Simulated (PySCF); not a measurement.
CH₃O (cation, charge +1), SMILES C=[OH+], PBE0/def2-SVP optimised geometry.

```
5

C     -0.55     0.03     0.00
O      0.69     0.03     0.00
H     -1.03    -0.96     0.00
H     -1.13     0.96     0.00
H      1.13     0.91     0.00
```

Density from PBE0/def2-TZVP run with PySCF 2.14.0 at that geometry.

Minimum of the electron density along straight lines between bonded atoms, close to the bond critical point (lines longer than 1.1 times the sum of covalent radii, or with two minima, are not listed):

| bond | length / Å | ρ at the minimum / e bohr⁻³ | ∇²ρ there / e bohr⁻⁵ | position (fraction from the first atom) |
|---|---|---|---|---|
| C1–O2 | 1.240 | 0.380 | 0.05 | 0.33 |
| C1–H3 | 1.102 | 0.291 | -1.15 | 0.69 |
| C1–H4 | 1.104 | 0.288 | -1.11 | 0.68 |
| O2–H5 | 0.985 | 0.332 | -2.40 | 0.83 |
